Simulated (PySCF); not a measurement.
**Steps of a relaxation of Pm(NH2)3**

Pm(NH2)3 (singlet in the valence; each metal's 4f electrons, 4 of them, lie in its core potential, out of spins and levels; a saddle point, relaxed within its symmetry). PySCF 2.14.0, RKS PBE0, Pm lcecp-1-SVP with ECP50, N def2-SVP, H def2-SVP; non-relativistic Hamiltonian with scalar-relativistic core potentials where named; density fitting; no spin-orbit coupling. Origin of the start: template. Columns: position (Å) and force (eV/Å). Energies are counted from the last step; some of the 5 steps are shown. Forces carry noise of the integration grid, about 0.01 to 0.03 eV/Å.

Run from Python with OMP_NUM_THREADS=2. Where DIIS fails, smearing, a level shift and second-order steps follow.
It took 43 s on 2 threads of Intel(R) Xeon(R) Platinum 8259CL CPU @ 2.50GHz (Skylake/Cascade Lake), on a shared host, from the converged density of the start.

```xyz
10
step 0  E = 0.089 eV
Pm    0.0000    0.0000    0.0000     0.00    0.00    0.00
N     2.3130    0.0000    0.0000    -1.16    0.00    0.00
H     2.9030    0.0000    0.8300     0.28    0.00   -0.18
H     2.9030    0.0000   -0.8300     0.28    0.00    0.18
N    -1.1565    2.0031    0.0000     0.58   -1.01    0.00
H    -1.4515    2.5141    0.8300    -0.14    0.24   -0.18
H    -1.4515    2.5141   -0.8300    -0.14    0.24    0.18
N    -1.1565   -2.0031    0.0000     0.58    1.01    0.00
H    -1.4515   -2.5141    0.8300    -0.14   -0.24   -0.18
H    -1.4515   -2.5141   -0.8300    -0.14   -0.24    0.18
```

```xyz
10
step 1  E = 0.017 eV
Pm    0.0000    0.0000    0.0000     0.00    0.00    0.00
N     2.2884    0.0000    0.0000    -0.52    0.00    0.00
H     2.9020    0.0000    0.8148     0.11    0.00   -0.07
H     2.9020    0.0000   -0.8148     0.11    0.00    0.07
N    -1.1442    1.9818    0.0000     0.26   -0.45    0.00
H    -1.4510    2.5132    0.8148    -0.06    0.10   -0.07
H    -1.4510    2.5132   -0.8148    -0.06    0.10    0.07
N    -1.1442   -1.9818    0.0000     0.26    0.45    0.00
H    -1.4510   -2.5132    0.8148    -0.06   -0.10   -0.07
H    -1.4510   -2.5132   -0.8148    -0.06   -0.10    0.07
```

```xyz
10
step 3  E = 0.000 eV
Pm    0.0000    0.0000    0.0000     0.00    0.00    0.00
N     2.2683    0.0000    0.0000     0.00    0.00    0.00
H     2.8981    0.0000    0.8042    -0.01    0.00    0.00
H     2.8981    0.0000   -0.8042    -0.01    0.00    0.00
N    -1.1341    1.9644    0.0000     0.00    0.00    0.00
H    -1.4490    2.5098    0.8042     0.00   -0.01    0.00
H    -1.4490    2.5098   -0.8042     0.00   -0.01    0.00
N    -1.1341   -1.9644    0.0000     0.00    0.00    0.00
H    -1.4490   -2.5098    0.8042     0.00    0.01    0.00
H    -1.4490   -2.5098   -0.8042     0.00    0.01    0.00
```

**Question.** Where does the relaxation end?

**Answer.** It converges at step 4 in D3h:
```xyz
10
step 4  E = 0
Pm    0.0000    0.0000    0.0000
N     2.2679    0.0000    0.0000
H     2.8973    0.0000    0.8045
H     2.8973    0.0000   -0.8045
N    -1.1340    1.9641    0.0000
H    -1.4486    2.5091    0.8045
H    -1.4486    2.5091   -0.8045
N    -1.1340   -1.9641    0.0000
H    -1.4486   -2.5091    0.8045
H    -1.4486   -2.5091   -0.8045
```

**Question.** How did the contacts change?

**Answer.** 
| contact | start (Å) | end (Å) |
| --- | --- | --- |
| Pm1–N2 (NH2) | 2.313 | 2.268 |
| Pm1–N5 (NH2) | 2.313 | 2.268 |
| Pm1–N8 (NH2) | 2.313 | 2.268 |


An lcecp potential fixes the number of 4f electrons, so in runs with it no electron can move into or out of that shell.
